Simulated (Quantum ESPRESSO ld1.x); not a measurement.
The run below uses ld1.x (Quantum ESPRESSO 7.5).

```
 &input
    atom='Mo',
    iswitch=1,
    rel=1,
    lsd=1,
    dft='PZ',
    config='[Ne] 3s2 3p2',
    verbosity='high',
    prefix='ld1',
    max_out_wfc=37,
    file_charge='ld1.rho',
 /
```

Standard output:

```
     Program LD1 v.7.5 starts

     --------------------------- All-electron run ----------------------------

     scalar relativistic calculation

     atomic number is 42.00
     dft =PZ   lsd =1 sic =0 latt =0  beta=0.20 tr2=1.0E-14
     Exchange-correlation= PZ
                           (   1   1   0   0   0   0   0)
     mesh =2043 r(mesh) =  99.31835 a.u. xmin = -8.00 dx = 0.00800
     1 Ry =  13.60569312 eV, c = 137.03599908

     n l     nl                  e(Ry)          e(Ha)          e(eV)
     1 0     1S 1( 1.00)   -1558.820695109    -779.410347554 -21208.8360114
     2 0     2S 1( 1.00)    -305.035720986    -152.517860493  -4150.2224113
     2 1     2P 1( 3.00)    -284.400396143    -142.200198072  -3869.4645140
     3 0     3S 1( 1.00)    -116.431760982     -58.215880491  -1584.1348097
     3 1     3P 1( 2.00)    -109.859395099     -54.929697550  -1494.7132164
     1 0     1S 2( 1.00)   -1558.548649599    -779.274324800 -21205.1346437
     2 0     2S 2( 1.00)    -304.777523933    -152.388761967  -4146.7094614
     2 1     2P 2( 3.00)    -284.094145038    -142.047072519  -3865.2977554
     3 0     3S 2( 1.00)    -115.555825060     -57.777912530  -1572.2170943
     3 1     3P 2( 0.00)    -108.978403733     -54.489201867  -1482.7267182

     final scf error:  8.3E-15 reached in  14 iterations

     Etot =   -6961.327819 Ry,   -3480.663909 Ha,  -94713.690028 eV
     Total magnetization:    2.00 Bohr mag.

     Ekin =    7208.881336 Ry,    3604.440668 Ha,   98081.827218 eV
     Encl =  -15146.782623 Ry,   -7573.391312 Ha, -206082.476175 eV
     Eh   =    1125.943828 Ry,     562.971914 Ha,   15319.246197 eV
     Exc  =    -149.370359 Ry,     -74.685180 Ha,   -2032.287268 eV

     normalization and overlap integrals

     s(1S/1S) =  1.000000  <r> =   0.0352  <r2> =    0.0017  r(max) =   0.0229
     s(1S/2S) = -0.009122
     s(1S/3S) = -0.004284
     s(2S/2S) =  1.000000  <r> =   0.1518  <r2> =    0.0271  r(max) =   0.1288
     s(2S/3S) = -0.002605
     s(2P/2P) =  1.000000  <r> =   0.1319  <r2> =    0.0212  r(max) =   0.1029
     s(2P/3P) = -0.002164
     s(3S/3S) =  1.000000  <r> =   0.3739  <r2> =    0.1589  r(max) =   0.3529
     s(3P/3P) =  1.000000  <r> =   0.3628  <r2> =    0.1516  r(max) =   0.3390
     s(1S/1S) =  1.000000  <r> =   0.0352  <r2> =    0.0017  r(max) =   0.0229
     s(1S/2S) = -0.009125
     s(1S/3S) = -0.004274
     s(2S/2S) =  1.000000  <r> =   0.1517  <r2> =    0.0270  r(max) =   0.1288
     s(2S/3S) = -0.002601
     s(2P/2P) =  1.000000  <r> =   0.1319  <r2> =    0.0211  r(max) =   0.1029
     s(2P/3P) = -0.002161
     s(3S/3S) =  1.000000  <r> =   0.3746  <r2> =    0.1595  r(max) =   0.3529
     s(3P/3P) =  1.000000  <r> =   0.3634  <r2> =    0.1522  r(max) =   0.3390

     ------------------------ End of All-electron run ------------------------
```

Run on one thread of a shared host, so times are rough (Intel(R) Xeon(R) Processor @ 2.60GHz): 0.62 s of CPU time, 0.65 s wall, 14 iterations on 2043 mesh points.
